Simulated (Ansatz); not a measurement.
Rb₂Br (the lowest doublet isomer of a short search) was relaxed with PBE0-D4 (def2-TZVP) in Ansatz in these states: charge +1 singlet, neutral doublet, neutral quartet. The geometries follow in no particular order.

In the def2 sets Rb takes a core potential; there is no spin–orbit coupling.

A:

Cartesian coordinates in Å:
```
Rb 1.303 1.575 1.121
Rb -2.186 -0.370 -0.721
Br 0.883 -1.205 -0.400
```

B:

```xyz
3

Rb   -0.079   -3.037   -0.444
Rb    2.321    1.960    0.443
Br   -2.242    1.077    0.002
```

C:

```xyz
3

Rb    2.154    2.100    0.918
Rb   -2.152   -2.103   -0.915
Br   -0.002    0.003   -0.003
```

Question: Judge from the bond lengths which geometry belongs to which state (an estimate).

Answer: A is the neutral doublet (Rb1–Rb2 4.398 Å, Rb2–Br3 3.196 Å, Rb1–Br3 3.196 Å); B is the neutral quartet (Rb1–Rb2 5.614 Å, Rb2–Br3 4.669 Å, Rb1–Br3 4.669 Å); C is the charge +1 singlet (Rb1–Rb2 6.291 Å, Rb2–Br3 3.145 Å, Rb1–Br3 3.145 Å).

At PBE0-D4/def2-TZVP a doublet lies 4.37 eV below the neutral quartet. These are the stationary points nearest to one start from a short search; other shapes may lie lower in each state. The neutral quartet has come apart into loosely held pieces.
